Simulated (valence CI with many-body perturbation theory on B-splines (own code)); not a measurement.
**E1 transitions of Sn XXXVIII**

Level of theory: relativistic CI+MBPT: three valence electrons over a frozen Dirac-Fock core [Ne], a basis of 11 s, 11 p, 10 d, 8 f, 5 g, 2 h functions for each j, with the one-electron correlation potential Σ1, the two-electron term Σ2, the three-electron term Σ3, Breit, model QED; selected CI, second order for the rest, scaled by the run's own slope (own B-spline code, finite nucleus).

No measured spectrum was set against this ion. As an estimate, large intervals hold to a few tenths of a per cent, small ones and those within an open d or f shell to about a per cent.

Lines 1 to 50 of 573 in falling wavelength, among levels below 1234.9 eV, chosen from the strongest by gf and those to the six lowest levels. Wavelengths and rates use the calculated energies. Electric multipoles are in the length gauge, E1 and E2 with the static RPA response of the core. Weak lines are less certain than strong ones. Lines between different terms over intervals too small for the method are left out, as are lines whose strength nearly cancels. The highest levels of a list are the least certain.

Levels are named by their leading jj configuration (3d3/2^4 stands for four electrons in 3d with j = 3/2), which in mixed levels can hold well under half, so a name can repeat and another be missing. Letters in brackets count levels of one name in rising energy.

| λ vac (nm) | Upper | Lower | A (s⁻¹) | S (a.u.) |
| --- | --- | --- | --- | --- |
| 38.76 | (3s 3p1/2^2) J=1/2 | (3s^2 3p3/2) J=3/2 | 1.68e+07 | 9.65e-04 |
| 29.95 | (3s^2 4p1/2) J=1/2 | (3s^2 4s) J=1/2 | 6.19e+09 | 1.64e-01 |
| 19.57 | (3s^2 4p3/2) J=3/2 | (3s^2 4s) J=1/2 | 1.95e+10 | 2.89e-01 |
| 16.74 | (3p1/2 3p3/2 3d5/2) J=7/2 [b] | (3s 3p3/2 3d5/2) J=5/2 [b] | 3.47e+09 | 6.42e-02 |
| 16.57 | (3s 3p1/2 3p3/2) J=3/2 [a] | (3s^2 3p3/2) J=3/2 | 5.29e+08 | 4.75e-03 |
| 16.25 | (3p1/2 3p3/2 3d5/2) J=9/2 | (3s 3p3/2 3d5/2) J=7/2 [b] | 2.70e+09 | 5.73e-02 |
| 15.40 | (3p1/2 3d5/2^2) J=9/2 | (3p3/2^2 3d3/2) J=7/2 | 2.71e+09 | 4.88e-02 |
| 15.20 | (3p1/2 3d3/2^2) J=5/2 | (3s 3d3/2^2) J=3/2 | 6.02e+09 | 6.26e-02 |
| 14.92 | (3p1/2 3d3/2 3d5/2) J=7/2 [a] | (3s 3d3/2 3d5/2) J=5/2 [a] | 3.37e+09 | 4.42e-02 |
| 14.86 | (3p1/2 3d3/2 3d5/2) J=7/2 [b] | (3p3/2^2 3d5/2) J=9/2 | 5.35e+09 | 6.93e-02 |
| 14.66 | (3s 3p1/2 3p3/2) J=5/2 | (3s^2 3p3/2) J=3/2 | 3.83e+09 | 3.57e-02 |
| 14.32 | (3p1/2 3p3/2 3d5/2) J=9/2 | (3s 3p3/2 3d5/2) J=7/2 [a] | 6.75e+09 | 9.78e-02 |
| 14.32 | (3s 3p1/2 4s) J=3/2 | (3s^2 4s) J=1/2 | 1.27e+10 | 7.37e-02 |
| 14.19 | (3p1/2 3d3/2 3d5/2) J=7/2 [a] | (3s 3d3/2 3d5/2) J=7/2 [a] | 6.39e+09 | 7.22e-02 |
| 13.84 | (3s 3p1/2^2) J=1/2 | (3s^2 3p1/2) J=1/2 | 7.83e+09 | 2.05e-02 |
| 13.74 | (3p1/2 3d5/2^2) J=5/2 | (3s 3d5/2^2) J=3/2 | 6.87e+09 | 5.27e-02 |
| 13.71 | (3p1/2 3d3/2^2) J=1/2 | (3s 3d3/2^2) J=1/2 | 1.64e+10 | 4.17e-02 |
| 13.67 | (3p1/2 3d3/2 3d5/2) J=9/2 | (3p3/2^2 3d5/2) J=7/2 | 8.64e+09 | 1.09e-01 |
| 13.56 | (3p1/2 3d3/2 3d5/2) J=5/2 [a] | (3s 3d3/2 3d5/2) J=7/2 [a] | 6.18e+09 | 4.57e-02 |
| 13.45 | (3p1/2 3d3/2 3d5/2) J=9/2 | (3s 3d3/2 3d5/2) J=9/2 | 7.62e+09 | 9.16e-02 |
| 13.40 | (3p1/2 3d5/2^2) J=5/2 | (3s 3d5/2^2) J=5/2 | 6.63e+09 | 4.72e-02 |
| 13.37 | (3p1/2^2 3p3/2) J=3/2 | (3s 3p1/2 3p3/2) J=3/2 [b] | 4.62e+09 | 2.18e-02 |
| 13.19 | (3p1/2 3d5/2^2) J=3/2 | (3s 3d5/2^2) J=5/2 | 1.23e+10 | 5.56e-02 |
| 13.10 | (3p1/2 3p3/2 3d3/2) J=7/2 | (3s 3p3/2 3d3/2) J=7/2 | 6.81e+09 | 6.05e-02 |
| 13.09 | (3p1/2 3d3/2 3d5/2) J=7/2 [a] | (3s 3d3/2^2) J=5/2 | 5.73e+09 | 5.07e-02 |
| 13.03 | (3p1/2 3p3/2 3d5/2) J=5/2 [c] | (3s 3p3/2 3d5/2) J=7/2 [b] | 7.07e+09 | 4.63e-02 |
| 12.81 | (3p1/2 3d5/2^2) J=9/2 | (3s 3d3/2 3d5/2) J=7/2 [b] | 1.36e+10 | 1.41e-01 |
| 12.56 | (3s 3p1/2 3p3/2) J=3/2 [b] | (3s^2 3p3/2) J=3/2 | 4.89e+09 | 1.91e-02 |
| 12.46 | (3p1/2 3p3/2^2) J=3/2 [a] | (3s 3p3/2^2) J=5/2 | 1.09e+10 | 4.16e-02 |
| 12.41 | (3p1/2 3d3/2 3d5/2) J=3/2 [a] | (3s 3d3/2^2) J=5/2 | 1.09e+10 | 4.10e-02 |
| 12.30 | (3p1/2 3d5/2^2) J=9/2 | (3s 3d5/2^2) J=9/2 | 7.95e+09 | 7.30e-02 |
| 12.28 | (3p1/2 3p3/2 3d5/2) J=5/2 [b] | (3s 3p3/2 3d5/2) J=5/2 [a] | 1.08e+10 | 5.92e-02 |
| 12.20 | (3p1/2^2 3d5/2) J=5/2 | (3s 3p1/2 3d5/2) J=5/2 [b] | 1.58e+10 | 8.49e-02 |
| 12.16 | (3s 3p1/2 3d5/2) J=5/2 [b] | (3s 3p3/2^2) J=5/2 | 8.28e+09 | 4.41e-02 |
| 12.10 | (3p1/2 3d3/2 3d5/2) J=5/2 [b] | (3s 3d3/2 3d5/2) J=3/2 [a] | 7.57e+09 | 3.97e-02 |
| 12.00 | (3p1/2 3d3/2 3d5/2) J=7/2 [b] | (3s 3d5/2^2) J=9/2 | 8.39e+09 | 5.73e-02 |
| 11.97 | (3p1/2 3d5/2^2) J=7/2 | (3s 3d3/2 3d5/2) J=9/2 | 1.95e+10 | 1.32e-01 |
| 11.96 | (3p1/2 3p3/2 3d5/2) J=5/2 [b] | (3s 3p3/2 3d5/2) J=3/2 [a] | 8.43e+09 | 4.27e-02 |
| 11.91 | (3p1/2^2 3d5/2) J=5/2 | (3p1/2 3p3/2^2) J=3/2 [a] | 9.05e+09 | 4.53e-02 |
| 11.81 | (3p1/2 3d3/2 3d5/2) J=3/2 [c] | (3s 3d3/2 3d5/2) J=3/2 [b] | 1.24e+10 | 4.03e-02 |
| 11.76 | (3p1/2 3p3/2 3d5/2) J=5/2 [c] | (3s 3p3/2 3d5/2) J=7/2 [a] | 1.00e+10 | 4.81e-02 |
| 11.73 | (3p1/2 3p3/2 3d5/2) J=7/2 [a] | (3s 3p3/2 3d5/2) J=9/2 | 2.34e+10 | 1.49e-01 |
| 11.66 | (3s 3p1/2 3d3/2) J=3/2 [a] | (3s 3p1/2 3p3/2) J=3/2 [b] | 4.63e+09 | 1.45e-02 |
| 11.62 | (3p1/2^2 3d5/2) J=5/2 | (3s 3p1/2 3d5/2) J=7/2 | 3.05e+10 | 1.42e-01 |
| 11.60 | (3p1/2^2 3p3/2) J=3/2 | (3s 3p1/2 3p3/2) J=5/2 | 2.77e+10 | 8.56e-02 |
| 11.58 | (3s 3p1/2 3p3/2) J=1/2 | (3s^2 3p3/2) J=3/2 | 9.71e+09 | 1.49e-02 |
| 11.49 | (3p1/2^2 3d3/2) J=3/2 | (3s 3p1/2 3d3/2) J=5/2 | 3.28e+10 | 9.81e-02 |
| 11.44 | (3p1/2 3p3/2 3d3/2) J=5/2 | (3p1/2 3p3/2^2) J=5/2 | 8.32e+09 | 3.69e-02 |
| 11.37 | (3p1/2 3p3/2 3d5/2) J=5/2 [a] | (3s 3p3/2 3d3/2) J=7/2 | 2.12e+10 | 9.21e-02 |
| 11.35 | (3p1/2 3d3/2 3d5/2) J=5/2 [b] | (3s 3d3/2 3d5/2) J=7/2 [a] | 1.59e+10 | 6.88e-02 |
